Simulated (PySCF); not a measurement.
PySCF job for HfCl₃, SMILES [Cl][Hf+]([Cl])[Cl], charge +1, multiplicity 1, TDDFT-B3LYP/def2-SVPD. Geometry: B3LYP-D3(BJ)/def2-SVP. The spin state was assumed, not searched. The isomer is the one that the SMILES or the coordinates give; other isomers of the formula were not compared. The def2 effective core potentials stand for the cores of Hf; spin–orbit coupling is left out.

```python
import numpy as np
from pyscf import gto, scf, dft, tdscf

mol = gto.M(
    atom='''
    Hf    0.00000000    0.00000000    0.33957731
    Cl    1.84123472   -1.06303736   -0.47940326
    Cl   -1.84123472   -1.06303736   -0.47940326
    Cl   -0.00000000    2.12607472   -0.47940326
    ''',
    basis='def2-SVPD',
    ecp={'Hf': 'def2-svp'},
    charge=1,
    spin=0,
    symmetry=True,
    max_memory=1600,
    verbose=4,
)
mf = dft.RKS(mol, xc='b3lyp').density_fit(auxbasis='def2-universal-jkfit')
mf.grids.level = 3
mf.conv_tol = 1e-9
mf.max_cycle = 100
mf.kernel()
mf.grids = dft.Grids(mol).set(level=1).build(with_non0tab=True)  # coarser grid for the response kernel
td = tdscf.TDDFT(mf)
td.singlet = True
td.nstates = 10
td.conv_tol = 1e-4
td.positive_eig_threshold = 1e-6
td.kernel(x0=td.get_init_guess(mf, 15))
td.analyze()
tt = tdscf.TDA(mf)
tt.singlet = False
tt.nstates = 4
tt.conv_tol = 1e-4
tt.positive_eig_threshold = 1e-6
tt.kernel(x0=tt.get_init_guess(mf, 9))
tt.analyze(verbose=3)
```

It prints:

```
PySCF version 2.14.0

[INPUT] verbose = 4
[INPUT] num. atoms = 4
[INPUT] num. electrons = 62
[INPUT] charge = 1
[INPUT] spin (= nelec alpha-beta = 2S) = 0
[INPUT] symmetry True subgroup None
[INPUT] Mole.unit = angstrom
[INPUT] Symbol           X                Y                Z      unit          X                Y                Z       unit  Magmom
[INPUT]  1 Hf     0.000000000000   0.000000000000   0.339577310000 AA    0.000000000000   0.000000000000   0.641708114017 Bohr   0.0
[INPUT]  2 Cl     1.841234720000  -1.063037360000  -0.479403260000 AA    3.479429351840  -2.008849470581  -0.905940864624 Bohr   0.0
[INPUT]  3 Cl    -1.841234720000  -1.063037360000  -0.479403260000 AA   -3.479429351840  -2.008849470581  -0.905940864624 Bohr   0.0
[INPUT]  4 Cl     0.000000000000   2.126074720000  -0.479403260000 AA    0.000000000000   4.017698941161  -0.905940864624 Bohr   0.0

nuclear repulsion = 266.733963090298
point group symmetry = C3v, use subgroup Cs
symmetry origin: [0.00000000e+00 0.00000000e+00 9.21817621e-10]
symmetry axis x: [-5.02360800e-10  1.00000000e+00 -7.29750675e-17]
symmetry axis y: [-0.00000000e+00  7.29750675e-17  1.00000000e+00]
symmetry axis z: [ 1.00000000e+00  5.02360800e-10 -3.66598133e-26]
num. orbitals of irrep A' = 70
num. orbitals of irrep A" = 46
number of shells = 46
number of NR pGTOs = 195
number of NR cGTOs = 116
basis = def2-SVPD
ecp = {'Hf': 'def2-svp'}


[settings echo left out]
init E= -1415.99983504198
HOMO (A") = -0.520788680323585  LUMO (A') = -0.368844155786631  gap/eV = 4.13462
cycle= 1 E= -1428.1056578013  delta_E= -12.1  |g|= 0.511  |ddm|= 7.48
HOMO (A") = -0.502253381646764  LUMO (A') = -0.269338403900336  gap/eV = 6.33794
cycle= 2 E= -1428.01793085513  delta_E= 0.0877  |g|= 0.684  |ddm|= 1.35
HOMO (A") = -0.512125461007388  LUMO (A') = -0.357674286232867  gap/eV = 4.20283
cycle= 3 E= -1428.15683698834  delta_E= -0.139  |g|= 0.23  |ddm|= 0.936
HOMO (A") = -0.527426815140527  LUMO (A') = -0.347020190783738  gap/eV = 4.90911
cycle= 4 E= -1428.17232103765  delta_E= -0.0155  |g|= 0.03  |ddm|= 0.263
HOMO (A") = -0.525491910600611  LUMO (A') = -0.346504923978268  gap/eV = 4.87048
cycle= 5 E= -1428.17253670584  delta_E= -0.000216  |g|= 0.00866  |ddm|= 0.0365
HOMO (A") = -0.525253775441229  LUMO (A') = -0.345250071068081  gap/eV = 4.89815
cycle= 6 E= -1428.17255867902  delta_E= -2.2e-05  |g|= 0.00182  |ddm|= 0.0113
HOMO (A") = -0.525335025505415  LUMO (A') = -0.345339702154026  gap/eV = 4.89792
cycle= 7 E= -1428.17255966387  delta_E= -9.85e-07  |g|= 0.000357  |ddm|= 0.00176
HOMO (A") = -0.525336175493004  LUMO (A') = -0.345379376703947  gap/eV = 4.89687
cycle= 8 E= -1428.17255970565  delta_E= -4.18e-08  |g|= 1.84e-05  |ddm|= 0.000453
HOMO (A") = -0.525335919143049  LUMO (A') = -0.345377114492066  gap/eV = 4.89693
cycle= 9 E= -1428.17255970593  delta_E= -2.81e-10  |g|= 3.26e-06  |ddm|= 5.66e-05
HOMO (A") = -0.525335825656975  LUMO (A') = -0.345377955888015  gap/eV = 4.89690
Extra cycle  E= -1428.17255970591  delta_E= 1.5e-11  |g|= 7.19e-06  |ddm|= 1.26e-05
converged SCF energy = -1428.17255970591
tot grids = 27792
Overwritten attributes  positive_eig_threshold  of <class 'pyscf.tdscf.rks.TDDFT'>


******** <class 'pyscf.tdscf.rks.TDDFT'> for <class 'pyscf.df.df_jk.DFSymAdaptedRKS'> ********
nstates = 10 singlet
deg_eia_thresh = 1.000e-03
wfnsym = None
conv_tol = 0.0001
eigh lindep = 1e-12
eigh level_shift = 0
eigh max_cycle = 100


Excitation energies (eV)
[3.82933293 4.19334725 4.19335844 4.73508836 4.79970515 4.7999169
 4.86273632 4.86283733 5.1868539  5.24557908]

** Singlet excitation energies and oscillator strengths **
Excited State   1:   A"      3.82933 eV    323.77 nm  f=0.0000
      31 -> 32        0.70639
Excited State   2:   A"      4.19335 eV    295.67 nm  f=0.0109
      29 -> 32       -0.70233
Excited State   3:   A'      4.19336 eV    295.67 nm  f=0.0109
      30 -> 32        0.70233
Excited State   4:   A'      4.73509 eV    261.84 nm  f=0.0040
      28 -> 32       -0.68997
Excited State   5:   A"      4.79971 eV    258.32 nm  f=0.0000
      27 -> 32        0.48984
      31 -> 34       -0.49972
Excited State   6:   A'      4.79992 eV    258.30 nm  f=0.0000
      26 -> 32        0.48844
      31 -> 33       -0.50099
Excited State   7:   A"      4.86274 eV    254.97 nm  f=0.0054
      27 -> 32       -0.49833
      29 -> 34       -0.14105
      30 -> 33       -0.14118
      31 -> 34       -0.45429
Excited State   8:   A'      4.86284 eV    254.96 nm  f=0.0054
      26 -> 32       -0.49970
      29 -> 33        0.14089
      30 -> 34       -0.14101
      31 -> 33       -0.45288
Excited State   9:   A"      5.18685 eV    239.04 nm  f=0.0000
      29 -> 34       -0.49848
      30 -> 33        0.49844
Excited State  10:   A'      5.24558 eV    236.36 nm  f=0.0142
      29 -> 33       -0.48959
      30 -> 34       -0.48931

** Transition electric dipole moments (AU) **
state          X           Y           Z        Dip. S.      Osc.
  1        -0.0001     -0.0000      0.0000      0.0000      0.0000
  2        -0.3257      0.0000      0.0000      0.1061      0.0109
  3         0.0000      0.3256     -0.0000      0.1060      0.0109
  4         0.0000      0.0002     -0.1868      0.0349      0.0040
  5        -0.0202      0.0000     -0.0000      0.0004      0.0000
  6         0.0000      0.0195      0.0001      0.0004      0.0000
  7         0.2123     -0.0000     -0.0000      0.0451      0.0054
  8         0.0000     -0.2123     -0.0001      0.0451      0.0054
  9        -0.0001     -0.0000      0.0000      0.0000      0.0000
 10        -0.0000     -0.0002     -0.3319      0.1101      0.0142

WARN: ECP detected. Skipping calculation of transition velocity and magnetic dipole moments, which have not yet been implemented.

Overwritten attributes  positive_eig_threshold  of <class 'pyscf.tdscf.rks.TDA'>


******** <class 'pyscf.tdscf.rks.TDA'> for <class 'pyscf.df.df_jk.DFSymAdaptedRKS'> ********
nstates = 4 triplet
deg_eia_thresh = 1.000e-03
wfnsym = None
conv_tol = 0.0001
eigh lindep = 1e-12
eigh level_shift = 0
eigh max_cycle = 100


Excitation energies (eV)
[3.78751344 4.06731036 4.06745204 4.38661978]

** Triplet excitation energies and oscillator strengths **
Excited State   1:   A"      3.78751 eV    327.35 nm  f=0.0000
Excited State   2:   A"      4.06731 eV    304.83 nm  f=0.0000
Excited State   3:   A'      4.06745 eV    304.82 nm  f=0.0000
Excited State   4:   A'      4.38662 eV    282.64 nm  f=0.0000
```

The run converged.
